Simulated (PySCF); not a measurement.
Bond curve of CsB

Set-up: PySCF, scalar-relativistic core potentials, basis sets Cs def2-TZVP with ECP46, B def2-TZVP. Energies in eV from Cs + B in their ground configurations at the same level. State: ³Π (triplet), unpaired electrons σ ↑, π ↑.

All columns are B97-3. A positive dipole means Cs(−)B(+).

```csv
R (Å),E (eV),μ (D),Mulliken charge on Cs (basis-dependent),HOMO (eV),LUMO (eV),Mayer bond order,⟨S²⟩
2.663,-0.688,-7.46,0.70,-2.98,-0.95,0.55,2.01
2.787,-0.861,-8.04,0.69,-2.99,-0.82,0.55,2.01
2.911,-0.958,-8.56,0.68,-2.98,-0.78,0.56,2.01
3.004,-0.994,-8.92,0.68,-2.97,-0.81,0.57,2.01
3.097,-1.006,-9.24,0.66,-2.90,-0.84,0.58,2.01
3.190,-0.999,-9.52,0.65,-2.85,-0.87,0.60,2.01
3.314,-0.968,-9.82,0.64,-2.80,-0.92,0.61,2.01
3.469,-0.906,-10.07,0.61,-2.78,-1.01,0.63,2.01
3.655,-0.815,-10.10,0.57,-2.81,-1.12,0.65,2.01
3.902,-0.688,-9.41,0.50,-2.90,-1.34,0.64,2.01
```

A fit through these points gives, at Re = 3.104 Å, μ = -9.26 D and dμ/dR = -3.21 D/Å; the reduced mass is 10.17 u.

**Question.** How strong is the fundamental in the double-harmonic approximation, I = 42.26·(dμ/dR)²/μred km/mol?

**Answer.** I = 42.26·(-3.21)²/10.17 = 42.8 km/mol at B97-3.

These are scalar-relativistic numbers at best; spin–orbit coupling would shift them, the dissociation energy most. The state was picked by a PBE0 search and need not be the measured ground state.
